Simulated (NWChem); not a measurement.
System: AlNH3Cl2, doublet

The following NWChem deck was run.

```
start job
memory heap 200 mb stack 900 mb global 1100 mb
geometry units angstroms
  Al     0.480590     0.025635     0.522903
  Cl     1.091921     0.811848    -1.305801
  Cl    -1.509277     0.188333     1.114952
  N      0.122453    -2.068570    -0.400668
  H     -0.582750    -1.907777    -1.117784
  H     -0.248012    -2.749350     0.255177
  H      0.942004    -2.464099    -0.852288
end
basis spherical
  * library def2-svp
end
dft
  odft
  mult 2
  xc pbe0
  iterations 150
end
driver
  maxiter 120
end
task dft optimize
task dft freq
```

The spin multiplicity was typed, not searched, and may not be the lowest. The optimisation ended at a saddle point (imaginary frequency).

The level has its own optimisation; frequencies are unscaled.

**Question.** What results follow from this input? (PBE0/def2-SVP, spin-unrestricted.) Quantities: r Al–Cl (Å); r Al–N (Å); r H–N (Å); highest harmonic frequency (cm⁻¹); lowest (cm⁻¹); zero-point energy (kcal/mol); dipole (D).

**Answer.** The r Al–Cl (Å) is 2.153, the r Al–N (Å) is 2.064 and the r H–N (Å) is 1.023. The highest harmonic frequency (cm⁻¹) is 3615, the lowest (cm⁻¹) is -61 and the zero-point energy (kcal/mol) comes out as 26.1. The dipole (D) comes out as 6.22.
